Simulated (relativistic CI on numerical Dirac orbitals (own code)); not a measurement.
# Line list: Forbidden lines, Er LXVII

These numbers are calculated, not measured: Dirac-Coulomb-Breit CI, separate exchange-only KLI orbitals for each configuration, a model potential for QED, unscaled Slater integrals (own radial code, finite nucleus).

Configurations in the expansion: 1s², 1s2s, 1s2p, 1s3s, 1s3p, 1s3d, 1s4s, 1s4p, 1s4d, 1s4f, 1s5s, 1s5p, 1s5d, 1s5f, 1s5g, 1s6s, 1s6p, 1s6d, 2s². Levels of other configurations are missing.

| λ vac (Å) | Lower | Upper | Type | A (s⁻¹) | E lower (eV) | E upper (eV) |
| --- | --- | --- | --- | --- | --- | --- |
| 0.1933 | 1s² ¹S0 [1] | 1s6d ¹D2 [59] | E2 | 1.04e+13 | 0.0 | 64134.2 |
| 0.1934 | 1s² ¹S0 [1] | 1s6d ³D2 [55] | E2 | 7.69e+12 | 0.0 | 64122.0 |
| 0.1956 | 1s² ¹S0 [1] | 1s5d ¹D2 [43] | E2 | 1.70e+13 | 0.0 | 63380.4 |
| 0.1957 | 1s² ¹S0 [1] | 1s5d ³D2 [37] | E2 | 1.26e+13 | 0.0 | 63359.3 |
| 0.2000 | 1s² ¹S0 [1] | 1s4d ¹D2 [29] | E2 | 2.99e+13 | 0.0 | 61994.4 |
| 0.2001 | 1s² ¹S0 [1] | 1s4d ³D2 [23] | E2 | 2.24e+13 | 0.0 | 61953.4 |
| 0.2101 | 1s² ¹S0 [1] | 1s3d ¹D2 [17] | E2 | 5.18e+13 | 0.0 | 59014.3 |
| 0.2104 | 1s² ¹S0 [1] | 1s3d ³D2 [13] | E2 | 3.94e+13 | 0.0 | 58917.5 |
| 0.2465 | 1s² ¹S0 [1] | 1s2p ³P°2 [6] | M2 | 1.69e+13 | 0.0 | 50304.9 |
| 0.2524 | 1s² ¹S0 [1] | 1s2s ³S1 [2] | M1 | 4.30e+12 | 0.0 | 49125.3 |
| 0.9475 | 1s2p ³P°2 [6] | 1s5f ³F°4 [44] | E2 | 3.57e+12 | 50304.9 | 63390.0 |
| 0.9508 | 1s2p ¹P°1 [7] | 1s5f ¹F°3 [47] | E2 | 3.01e+12 | 50350.5 | 63390.2 |

Terms are leading LS components. Brackets give the number of a level in order of energy, since labels repeat. The list gives strong lines, with weight on those to low levels, among the lowest 59 of 60 levels, so that lines to higher ones, which can be the strongest, are missing. Levels whose partners in the same complex of configurations lie outside the list can be far off, and so can their lines. Rates are taken at the computed energies, electric ones in the length gauge.

At this charge energies of transitions that change n are usually good to better than 1 %, and those within a shell (Δn = 0) to a few per cent.

LS names give the leading component of a level, which can be under half, so a name can repeat, a term be missing and a line seem to break the LS rules.
